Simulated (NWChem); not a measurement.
System: PbHI, singlet; SMILES [I][PbH]

Here is an NWChem input.

```
start job
memory heap 200 mb stack 900 mb global 1100 mb
geometry units angstroms
  Pb    -0.603509    -0.481290     0.683507
  H     -1.823714    -1.101384    -0.558015
  I      0.999848     0.794561    -1.111546
end
basis spherical
  * library def2-svp
end
ecp
  I library def2-ecp
  Pb library def2-ecp
end
dft
  xc xpbe96 cpbe96
  disp vdw 4
  iterations 150
end
driver
  maxiter 120
end
task dft optimize
dft
  grid fine
  convergence energy 1d-8 density 1d-7
end
task dft freq numerical
```

NWChem printed, in part:

```
             Northwest Computational Chemistry Package (NWChem) 7.3.0
             --------------------------------------------------------

 CS  symmetry detected

                             Geometry "geometry" -> ""
                             -------------------------

 Output coordinates in angstroms (scale by  1.889725989 to convert to a.u.)

  No.       Tag          Charge          X              Y              Z
 ---- ---------------- ---------- -------------- -------------- --------------
    1 Pb                  82.0000     0.01762229    -1.06013980     0.00000000
    2 H                    1.0000    -1.81969527    -1.25777051     0.00000000
    3 I                   53.0000     0.00706920     1.66394782     0.00000000

 Effective nuclear repulsion energy (a.u.)     875.8624093908

      Symmetry information
      --------------------

 Group name             Cs
 Group number              2
 Group order               2
 No. of unique centers     3

                                Z-matrix (autoz)
                                --------

 Units are Angstrom for bonds and degrees for angles

      Type          Name      I     J     K     L     M      Value
      ----------- --------  ----- ----- ----- ----- ----- ----------
    1 Stretch                  1     2                       1.84792
    2 Stretch                  1     3                       2.72411
    3 Bend                     2     1     3                95.91744

                           NWChem Geometry Optimization
                           ----------------------------

 maximum gradient threshold         (gmax) =   0.000450
 rms gradient threshold             (grms) =   0.000300
 maximum cartesian step threshold   (xmax) =   0.001800
 rms cartesian step threshold       (xrms) =   0.001200
 fixed trust radius                (trust) =   0.300000
 source of zmatrix                         =   autoz

          -------------------
          Energy Minimization
          -------------------

 Using diagonal initial Hessian
 Scaling for Hessian diagonals: bonds = 1.00  angles = 0.25  torsions = 0.10

          --------
          Step   0

                                 NWChem DFT Module
                                 -----------------

[...]

      ----------------------
      Optimization converged
      ----------------------

  Step       Energy      Delta E   Gmax     Grms     Xrms     Xmax
  ---- ---------------- -------- -------- -------- -------- --------
@    6    -491.22343438 -3.4D-08  0.00003  0.00001  0.00029  0.00057
                                     ok       ok       ok       ok

                                Z-matrix (autoz)
                                --------

 Units are Angstrom for bonds and degrees for angles

      Type          Name      I     J     K     L     M      Value     Gradient
      ----------- --------  ----- ----- ----- ----- ----- ---------- ----------
    1 Stretch                  1     2                       1.88118   -0.00000
    2 Stretch                  1     3                       2.85275   -0.00003
    3 Bend                     2     1     3                93.15650    0.00000

                         Geometry "geometry" -> "geometry"
                         ---------------------------------

 Output coordinates in angstroms (scale by  1.889725989 to convert to a.u.)

  No.       Tag          Charge          X              Y              Z
 ---- ---------------- ---------- -------------- -------------- --------------
    1 Pb                  82.0000     0.03963206    -1.12616027     0.00000000
    2 H                    1.0000    -1.83719114    -1.25414840     0.00000000
    3 I                   53.0000     0.00255530     1.72634618     0.00000000

 Effective nuclear repulsion energy (a.u.)     837.2457381717

      Symmetry information
      --------------------

 Group name             Cs
 Group number              2
 Group order               2
 No. of unique centers     3

[...]

 Rotational Constants
 --------------------
 A=   4.765803 cm-1  (  6.856775 K)
 B=   0.026225 cm-1  (  0.037732 K)
 C=   0.026082 cm-1  (  0.037525 K)

 Temperature                      =   298.15K
 frequency scaling parameter      =   1.0000

 Zero-Point correction to Energy  =    3.100 kcal/mol  (  0.004940 au)
 Thermal correction to Energy     =    5.426 kcal/mol  (  0.008647 au)
 Thermal correction to Enthalpy   =    6.018 kcal/mol  (  0.009591 au)

 Total Entropy                    =   72.296 cal/mol-K
   - Translational                =   43.310 cal/mol-K (mol. weight = 335.8848)
   - Rotational                   =   25.695 cal/mol-K (symmetry #  =        1)
   - Vibrational                  =    3.291 cal/mol-K

 Cv (constant volume heat capacity) =    9.226 cal/mol-K
   - Translational                  =    2.979 cal/mol-K
   - Rotational                     =    2.979 cal/mol-K
   - Vibrational                    =    3.267 cal/mol-K

[normal modes left out]

 ----------------------------------------------------------------------------
 Normal Eigenvalue ||           Projected Infra Red Intensities
  Mode   [cm**-1]  || [atomic units] [(debye/angs)**2] [(KM/mol)] [arbitrary]
 ------ ---------- || -------------- ----------------- ---------- -----------
    1       -0.000 ||    0.000265           0.006         0.259       0.049
    2       -0.000 ||    0.000000           0.000         0.000       0.000
    3       -0.000 ||    0.000440           0.010         0.429       0.081
    4        0.000 ||    0.000531           0.012         0.518       0.098
    5        0.000 ||    0.010262           0.237        10.004       1.895
    6        0.000 ||    0.000419           0.010         0.409       0.077
    7      159.823 ||    0.013210           0.305        12.878       2.440
    8      472.544 ||    0.028400           0.655        27.686       5.245
    9     1537.125 ||    0.433808          10.008       422.898      80.115
 ----------------------------------------------------------------------------
```

Level: PBE-D3(BJ)/def2-SVP with def2 effective core potentials on I, Pb. Low-valent species are run as closed-shell singlets; no triplet was tried in these runs. def2 effective core potentials on I, Pb; no spin-orbit coupling.
